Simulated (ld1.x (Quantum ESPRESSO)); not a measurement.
## Logarithmic derivatives: Sm (Z = 62), PAW

samarium (Sm), PAW, made with ld1.x (Quantum ESPRESSO) 7.5 (revPBE, fully relativistic). Core [Kr] 4d10, reference 4f6 5s2 5p6 5d0 6s2 6p0. Waves: 5s (bound): rcut 1.95, rcutus 2.65 bohr; 6s (bound): rcut 1.95, rcutus 2.65 bohr; 5p (bound): rcut 2.25, rcutus 3.10 bohr; 6p (bound, empty): rcut 2.25, rcutus 3.10 bohr; 5d (bound, empty): rcut 2.35, rcutus 3.15 bohr; 5d channel at 0.3 Ry: rcut 2.35, rcutus 3.15 bohr; 4f (bound): rcut 1.10, rcutus 1.35 bohr; 4f channel at 2.1 Ry: rcut 1.10, rcutus 1.35 bohr. Local part: all-electron potential smoothed inside 1.10 bohr (lloc = -2). Core correction: a·sin(br)/r model core inside 1.05 bohr. Augmentation charge: PSQ, radius 1.10 bohr.

Open shells are filled in proportion to 2j + 1 (rel_dist='average').

The phase is arctan(r·u′/u) with u = r·R(r), unwrapped; energies in Ry, scanned from -5 to 5 Ry. A pole is an energy at which the radial function vanishes at the test radius. The pseudo phase is shifted by a multiple of π to meet the all-electron one at the reference energy, and phase errors are pseudo minus all-electron; the curves can meet again beyond the range given. Levels narrower than the energy grid can be missing from the lists of poles.

| channel | radius (bohr) | reference energy (Ry) | poles, all-electron | poles, pseudo | unbroken range about the reference energy with phases within 0.05 rad | phase error 1 Ry above the reference energy (rad) |
| --- | --- | --- | --- | --- | --- | --- |
| s | 3.42 | -0.26 | -3.16, 1.44 | -3.16, 1.65 | below 2.3 | +0.017 |
| p1/2 | 3.42 | -0.10 | -1.84, 2.26 | -1.83, -0.94, 1.06 | -0.6 to 0.1 | -0.338 |
| p3/2 | 3.42 | -0.08 | -1.56, 2.51 | -1.55, -0.95, 1.04 | -0.6 to 0.2 | -0.510 |
| d3/2 | 3.42 | -0.13 | 0.34, 4.22 | 0.34, 4.24 | the whole range | -0.000 |
| d5/2 | 3.42 | -0.12 | 0.39, 4.29 | 0.39, 4.19 | the whole range | -0.000 |
| f5/2 | 3.42 | -0.20 | -0.18, 2.58 | -0.18, 2.59 | the whole range | +0.000 |
| f7/2 | 3.42 | -0.16 | -0.14, 2.60 | -0.14, 2.60 | the whole range | +0.000 |

The ghost test of this file was not conclusive.

Phases in the p3/2 channel:

| E (Ry) | all-electron | pseudo |
| --- | --- | --- |
| -5.00 | 1.433 | 4.577 |
| -4.74 | 1.429 | 4.573 |
| -4.48 | 1.424 | 4.569 |
| -4.22 | 1.419 | 4.564 |
| -3.96 | 1.413 | 4.559 |
| -3.70 | 1.406 | 4.553 |
| -3.44 | 1.398 | 4.546 |
| -3.18 | 1.389 | 4.538 |
| -2.92 | 1.377 | 4.529 |
| -2.66 | 1.363 | 4.517 |
| -2.40 | 1.342 | 4.500 |
| -2.14 | 1.307 | 4.471 |
| -1.88 | 1.204 | 4.385 |
| -1.62 | -1.377 | 1.765 |
| -1.36 | -1.723 | 1.458 |
| -1.10 | -1.789 | 1.482 |
| -0.84 | -1.838 | -1.989 |
| -0.58 | -1.893 | -1.929 |
| -0.32 | -1.968 | -1.978 |
| -0.06 | -2.091 | -2.091 |
| 0.20 | -2.330 | -2.390 |
| 0.46 | -2.878 | -3.486 |
| 0.72 | -3.722 | -4.412 |
| 0.98 | -4.205 | -4.675 |
| 1.24 | -4.418 | -4.803 |
| 1.50 | -4.529 | -4.899 |
| 1.76 | -4.599 | -4.996 |
| 2.02 | -4.648 | -5.122 |
| 2.28 | -4.685 | -5.320 |
| 2.54 | -4.716 | -5.690 |
| 2.80 | -4.743 | -6.333 |
| 3.06 | -4.769 | -6.940 |
| 3.32 | -4.796 | -7.270 |
| 3.58 | -4.825 | -7.442 |
| 3.84 | -4.860 | -7.544 |
| 4.10 | -4.905 | -7.611 |
| 4.36 | -4.971 | -7.658 |
| 4.62 | -5.079 | -7.693 |
| 4.88 | -5.303 | -7.721 |
